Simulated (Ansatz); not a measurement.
Basis sets compared for Ta₅Si₃⁺. Total charge 1; singlet. Geometry PBE-D4/def2-SVP. Ansatz on 4 threads of Arm Neoverse V2 on a shared host; times are rough, and most runs start from earlier orbitals.

Cartesian coordinates in Å:
```
Ta -0.987 -1.217 0.926
Ta -1.631 1.291 0.946
Ta 0.310 0.990 -0.992
Ta -0.395 -1.626 -1.560
Ta -2.162 0.171 -1.270
Si 2.655 0.886 0.287
Si 0.714 0.671 1.627
Si 1.496 -1.166 0.035
```

In the def2 sets Ta takes a core potential; there is no spin–orbit coupling. The restricted singlet is unstable towards broken spin symmetry in Hartree–Fock (as tested in another run); at PBE-D4/def2-SVP, PBE0-D4/def2-SVP, PBE0-D4/def2-TZVP this wasn't settled. This restricted singlet of an open-shell metal (gap down to 0.46 eV) wasn't tested against broken symmetry. The structure comes from a short search, and lower isomers may exist.

```json
{"level": "PBE-D4/def2-SVP", "functions": "214", "energy (Eh)": "-1152.7918", "HOMO (eV)": "-7.89", "LUMO (eV)": "-7.42", "wall time": "7.5 s"}
{"level": "PBE0-D4/def2-SVP", "functions": "214", "energy (Eh)": "-1152.5583", "HOMO (eV)": "-8.57", "LUMO (eV)": "-6.75", "wall time": "12 s"}
```

Task: Estimate the rows for PBE-D4/def2-TZVP, PBE0-D4/def2-TZVP (with forces).

Result: 
| level | functions | energy (Eh) | HOMO (eV) | LUMO (eV) | wall time |
| --- | --- | --- | --- | --- | --- |
| PBE-D4/def2-TZVP | 311 | -1153.1520 | -7.78 | -7.32 | 11 s |
| PBE0-D4/def2-TZVP (with forces) | 311 | -1152.9258 | -8.43 | -6.62 | 34 s |
